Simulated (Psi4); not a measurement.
C4H5F (SMILES F[C@H]1C=CC1), singlet, geometry from GFN2-xTB; Psi4 1.11 with DLPNO-MP2/cc-pVDZ.

The Psi4 input:
```
memory 2 GB

molecule mol {
0 1
  F    -1.487464    0.670868    0.469145
  C    -0.528210    0.183788   -0.384197
  C     0.854254    0.762915   -0.238220
  C     1.400110   -0.410091    0.069947
  C     0.099990   -1.168020    0.041600
  H    -0.960660    0.212532   -1.389050
  H     1.217321    1.765228   -0.360652
  H     2.403477   -0.741253    0.262912
  H     0.019871   -1.975952   -0.683825
  H    -0.249691   -1.509923    1.013521
}

set basis cc-pvdz
set reference rhf
set freeze_core true

energy('dlpno-mp2')
print_variables()
```

Write the output that Psi4 gives for this input, abridged.


```
    SCF Algorithm Type (re)set to DF.

   => Loading Basis Set <=

    Name: CC-PVDZ
    Role: ORBITAL
    Keyword: BASIS

         ---------------------------------------------------------
                                   SCF
               by Justin Turney, Rob Parrish, Andy Simmonett
                          and Daniel G. A. Smith
                              RHF Reference
         ---------------------------------------------------------

  ==> Geometry <==

    Molecular point group: c1
    Full point group: C1

    Geometry (in Angstrom), charge = 0, multiplicity = 1:

       Center              X                  Y                   Z               Mass
    ------------   -----------------  -----------------  -----------------  -----------------
         F           -1.433375838787     0.630589614228     0.446706451766    18.998403162730
         C           -0.474121838787     0.143509614228    -0.406635548234    12.000000000000
         C            0.908342161213     0.722636614228    -0.260658548234    12.000000000000
         C            1.454198161213    -0.450369385772     0.047508451766    12.000000000000
         C            0.154078161213    -1.208298385772     0.019161451766    12.000000000000
         H           -0.906571838787     0.172253614228    -1.411488548234     1.007825032230
         H            1.271409161213     1.724949614228    -0.383090548234     1.007825032230
         H            2.457565161213    -0.781531385772     0.240473451766     1.007825032230
         H            0.073959161213    -2.016230385772    -0.706263548234     1.007825032230
         H           -0.195602838787    -1.550201385772     0.991082451766     1.007825032230

  Running in c1 symmetry.

  Rotational constants: A =      0.37214  B =      0.16241  C =      0.12801 [cm^-1]
  Rotational constants: A =  11156.33736  B =   4868.83718  C =   3837.56551 [MHz]
  Nuclear repulsion =  167.889083737157790

  Charge       = 0
  Multiplicity = 1
  Electrons    = 38
  Nalpha       = 19
  Nbeta        = 19

  ==> Algorithm <==

  SCF Algorithm Type is DF.
  DIIS enabled.
  MOM disabled.
  Fractional occupation disabled.
  Guess Type is SAD.
  Energy threshold   = 1.00e-08
  Density threshold  = 1.00e-08
  Integral threshold = 1.00e-12

  ==> Primary Basis <==

  Basis Set: CC-PVDZ
    Blend: CC-PVDZ
    Number of shells: 45
    Number of basis functions: 95
    Number of Cartesian functions: 100
    Spherical Harmonics?: true
    Max angular momentum: 2

   => Loading Basis Set <=

    Name: (CC-PVDZ AUX)
    Role: JKFIT
    Keyword: DF_BASIS_SCF

  ==> Integral Setup <==

  SCF_SUBTYPE=INCORE selected. In-core MEM_DF algorithm will be used.
  Using in-core AOs.

  ==> MemDFJK: Density-Fitted J/K Matrices <==

    J tasked:                   Yes
    K tasked:                   Yes
    wK tasked:                   No
    Algorithm:                 Core
    Schwarz Cutoff:           1E-12
    Mask sparsity (%):       0.3324
    Fitting Condition:        1E-10

   => Auxiliary Basis Set <=

  Basis Set: (CC-PVDZ AUX)
    Blend: CC-PVDZ-JKFIT
    Number of shells: 165
    Number of basis functions: 465
    Number of Cartesian functions: 530
    Spherical Harmonics?: true
    Max angular momentum: 3

  Minimum eigenvalue in the overlap matrix is 7.4422563868E-04.
  Reciprocal condition number of the overlap matrix is 1.2659848694E-04.
    Using symmetric orthogonalization.

  ==> Pre-Iterations <==

  SCF Guess: Superposition of Atomic Densities via on-the-fly atomic UHF (no occupation information).

   -------------------------
    Irrep   Nso     Nmo
   -------------------------
     A         95      95
   -------------------------
    Total      95      95
   -------------------------

  ==> Iterations <==

                           Total Energy        Delta E     RMS |[F,P]|

   @DF-RHF iter SAD:  -253.32664298299514   -2.53327e+02   0.00000e+00
   @DF-RHF iter   1:  -253.67989600243251   -3.53253e-01   4.04200e-03 ADIIS/DIIS
   @DF-RHF iter   2:  -253.75690936855256   -7.70134e-02   1.68649e-03 ADIIS/DIIS
   @DF-RHF iter   3:  -253.76897615136323   -1.20668e-02   3.49440e-04 ADIIS/DIIS
   @DF-RHF iter   4:  -253.76995864467409   -9.82493e-04   6.65328e-05 DIIS
   @DF-RHF iter   5:  -253.76998733203106   -2.86874e-05   2.85248e-05 DIIS
   @DF-RHF iter   6:  -253.76999236151127   -5.02948e-06   6.01918e-06 DIIS
   @DF-RHF iter   7:  -253.76999291576988   -5.54259e-07   2.11627e-06 DIIS
   @DF-RHF iter   8:  -253.76999297906326   -6.32934e-08   7.65813e-07 DIIS
   @DF-RHF iter   9:  -253.76999298816077   -9.09750e-09   2.43125e-07 DIIS
   @DF-RHF iter  10:  -253.76999298909732   -9.36552e-10   6.24877e-08 DIIS
   @DF-RHF iter  11:  -253.76999298915175   -5.44276e-11   2.98705e-08 DIIS
   @DF-RHF iter  12:  -253.76999298915950   -7.75913e-12   8.65998e-09 DIIS
  Energy and wave function converged.

  ==> Post-Iterations <==

    Orbital Energies [Eh]
    ---------------------

    Doubly Occupied:

[...]
      19A     -0.374475

    Virtual:

[...]
      95A      4.540721

    Final Occupation by Irrep:
              A
    DOCC [    19 ]
    NA   [    19 ]
    NB   [    19 ]

  @DF-RHF Final Energy:  -253.76999298915950

   => Energetics <=

    Nuclear Repulsion Energy =            167.8890837371577902
    One-Electron Energy =                -679.8923460852539620
    Two-Electron Energy =                 258.2332693589366954
    Total Energy =                       -253.7699929891595048

Computation Completed

Properties will be evaluated at   0.000000,   0.000000,   0.000000 [a0]

Properties computed using the SCF density matrix

 Multipole Moments:

 ------------------------------------------------------------------------------------
     Multipole            Electronic (a.u.)      Nuclear  (a.u.)        Total (a.u.)
 ------------------------------------------------------------------------------------

 L = 1.  Multiply by 2.5417464519 to convert [e a0] to [Debye]
[...]
    @Boys  227   1.1429628142994096E+02   2.231202E-11
    @Boys  228   1.1429628143322124E+02   2.869977E-11
    @Boys  229   1.1429628143636424E+02   2.749871E-11
    @Boys  230   1.1429628143834981E+02   1.737212E-11
    @Boys  231   1.1429628144047652E+02   1.860700E-11
    @Boys  232   1.1429628144244822E+02   1.725077E-11
    @Boys  233   1.1429628144481524E+02   2.070948E-11
    @Boys  234   1.1429628144754018E+02   2.384107E-11
    @Boys  235   1.1429628144991227E+02   2.075387E-11
    @Boys  236   1.1429628145145135E+02   1.346569E-11
    @Boys  237   1.1429628145313043E+02   1.469062E-11
    @Boys  238   1.1429628145458551E+02   1.273075E-11
    @Boys  239   1.1429628145650722E+02   1.681337E-11
    @Boys  240   1.1429628145798861E+02   1.296102E-11
    @Boys  241   1.1429628145916843E+02   1.032241E-11
    @Boys  242   1.1429628146041628E+02   1.091772E-11
    @Boys  243   1.1429628146183634E+02   1.242440E-11
    @Boys  244   1.1429628146339692E+02   1.365381E-11
    @Boys  245   1.1429628146474724E+02   1.181417E-11
    @Boys  246   1.1429628146577753E+02   9.014177E-12
    @Boys  247   1.1429628146672931E+02   8.327359E-12
    @Boys  248   1.1429628146762718E+02   7.855638E-12
    @Boys  249   1.1429628146859172E+02   8.438886E-12
    @Boys  250   1.1429628146975638E+02   1.018987E-11
    @Boys  251   1.1429628147059161E+02   7.307576E-12
    @Boys  252   1.1429628147139155E+02   6.998856E-12
    @Boys  253   1.1429628147200445E+02   5.362379E-12
    @Boys  254   1.1429628147269740E+02   6.062749E-12
    @Boys  255   1.1429628147368014E+02   8.598158E-12
    @Boys  256   1.1429628147453747E+02   7.500915E-12
    @Boys  257   1.1429628147531403E+02   6.794327E-12
    @Boys  258   1.1429628147614571E+02   7.276493E-12
    @Boys  259   1.1429628147666673E+02   4.558563E-12
    @Boys  260   1.1429628147721193E+02   4.770054E-12
    @Boys  261   1.1429628147792981E+02   6.280830E-12
    @Boys  262   1.1429628147844168E+02   4.478492E-12
    @Boys  263   1.1429628147902812E+02   5.130870E-12
    @Boys  264   1.1429628147940039E+02   3.257040E-12
    @Boys  265   1.1429628147975944E+02   3.141410E-12
    @Boys  266   1.1429628148031514E+02   4.861937E-12
    @Boys  267   1.1429628148068498E+02   3.235779E-12
    @Boys  268   1.1429628148109339E+02   3.573220E-12
    @Boys  269   1.1429628148159215E+02   4.363732E-12
    @Boys  270   1.1429628148195502E+02   3.174855E-12
    @Boys  271   1.1429628148223094E+02   2.414059E-12
    @Boys  272   1.1429628148263609E+02   3.544748E-12
    @Boys  273   1.1429628148289679E+02   2.280898E-12
    @Boys  274   1.1429628148313493E+02   2.083580E-12
    @Boys  275   1.1429628148351270E+02   3.305157E-12
    @Boys  276   1.1429628148384887E+02   2.941233E-12
    @Boys  277   1.1429628148417824E+02   2.881677E-12
    @Boys  278   1.1429628148446811E+02   2.536154E-12
    @Boys  279   1.1429628148466452E+02   1.718413E-12
    @Boys  280   1.1429628148485534E+02   1.669550E-12
    @Boys  281   1.1429628148514686E+02   2.550577E-12
    @Boys  282   1.1429628148538006E+02   2.040312E-12
    @Boys  283   1.1429628148558743E+02   1.814274E-12
    @Boys  284   1.1429628148575804E+02   1.492748E-12
    @Boys  285   1.1429628148592245E+02   1.438414E-12
    @Boys  286   1.1429628148610335E+02   1.582765E-12
    @Boys  287   1.1429628148630540E+02   1.767773E-12
    @Boys  288   1.1429628148649596E+02   1.667188E-12
    @Boys  289   1.1429628148660854E+02   9.849698E-13

    Boys Localizer converged.

  ==> Forming Local MO Domains <==

    Auxiliary BFs per Local MO:
      Average =  261 AUX BFs (6 atoms)
      Min     =  126 AUX BFs (3 atoms)
      Max     =  350 AUX BFs (10 atoms)

    Projected AOs per Local MO:
      Average =   95 PAOs (10 atoms)
      Min     =   95 PAOs (10 atoms)
      Max     =   95 PAOs (10 atoms)

    Local MOs per Local MO:
      Average =   14 LMOs
      Min     =   14 LMOs
      Max     =   14 LMOs

    Screened 0 of 196 LMO pairs (0.00 %)
             0 pairs met overlap criteria
             14 pairs met energy criteria

    Screened LMO pair energy =  0.000000000000

  ==> Merging LMO Domains into LMO Pair Domains <==

    Auxiliary BFs per Local MO pair:
      Average =  313 AUX BFs (8 atoms)
      Min     =  126 AUX BFs (3 atoms)
      Max     =  350 AUX BFs (10 atoms)

    Local MOs per Local MO pair:
      Average =   14 LMOs
      Min     =   14 LMOs
      Max     =   14 LMOs

    Projected AOs per Local MO pair:
      Average =   95 PAOs (10 atoms)
      Min     =   95 PAOs (10 atoms)
      Max     =   95 PAOs (10 atoms)

    Coefficient sparsity in AO -> LMO transform:   0.00 %
    Coefficient sparsity in AO -> PAO transform:   0.00 %
    Coefficient sparsity in combined transforms:   0.00 %

    Storing transformed LMO/PAO integrals in sparse format.

  ==> Transforming 3-Index Integrals to LMO/PAO basis <==

  ==> Forming Pair Natural Orbitals <==

    Natural Orbitals per Local MO pair:
      Avg:  38 NOs
      Min:  18 NOs
      Max:  57 NOs

    PNO truncation energy = -0.000049235287

  ==> Local MP2 <==

    E_CONVERGENCE = 1.00e-06
    R_CONVERGENCE = 1.00e-06

                     Corr. Energy    Delta E     Max R
  @LMP2 iter   0:  -0.704749351771 -7.047e-01  9.382e-04
  @LMP2 iter   1:  -0.713945715823 -9.196e-03  3.368e-04
  @LMP2 iter   2:  -0.714361208988 -4.155e-04  6.778e-05
  @LMP2 iter   3:  -0.714400455400 -3.925e-05  1.805e-05
  @LMP2 iter   4:  -0.714402675105 -2.220e-06  3.860e-06
  @LMP2 iter   5:  -0.714402823256 -1.482e-07  8.688e-07

  Total DLPNO-MP2 Correlation Energy:  -0.714452058542
    MP2 Correlation Energy:            -0.714402823256
    LMO Truncation Correction:          0.000000000000
    PNO Truncation Correction:         -0.000049235287

  Variable Map:
  ----------------------------------------------------------------------------
[...]
  Array Variable Map:
  ----------------------------------------------------------------------------
[...]
[...]
```
